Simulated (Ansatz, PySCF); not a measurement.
This PySCF input computes a r2SCAN/def2-TZVPD energy:

```python
from pyscf import gto, scf, dft

mol = gto.M(
    atom='''
    Sb    0.03284022    0.01666518    1.10466504
    I     0.95642202   -1.83978264   -0.53275833
    I    -0.98802298    1.82374634   -0.53022124
    ''',
    basis='def2-tzvpd',
    ecp='def2-tzvp',
    charge=1,
    spin=0,
    verbose=4,
)

mf = dft.RKS(mol, xc='r2scan').density_fit(auxbasis='def2-universal-jkfit')
mf.grids.level = 4
mf.conv_tol = 1e-9
mf.max_cycle = 100
mf.max_memory = 1500
mf.kernel()
if not mf.converged:
    mf = mf.newton()
    mf.kernel(mf.make_rdm1())
mf.analyze()
```

Problem. Write an input for the same energy in Ansatz (a quantum-chemistry and plane-wave program) and say what it gives.

Solution. 
Ansatz 0.2 input:
```yaml
crystal:
  periodic: [false, false, false]
  atoms:
    - {symbol: Sb, position_ang: [0.03284022, 0.01666518, 1.10466504]}
    - {symbol: I, position_ang: [0.95642202, -1.83978264, -0.53275833]}
    - {symbol: I, position_ang: [-0.98802298, 1.82374634, -0.53022124]}
basis:
  gaussian:
    orbitals: def2-TZVPD
hamiltonian:
  xc: {name: r2SCAN}
total_charge: 1
output: {forces: true}
```
It gives -835.79359 Eh, and PySCF -835.79359 Eh, a difference of 0.00 mEh.
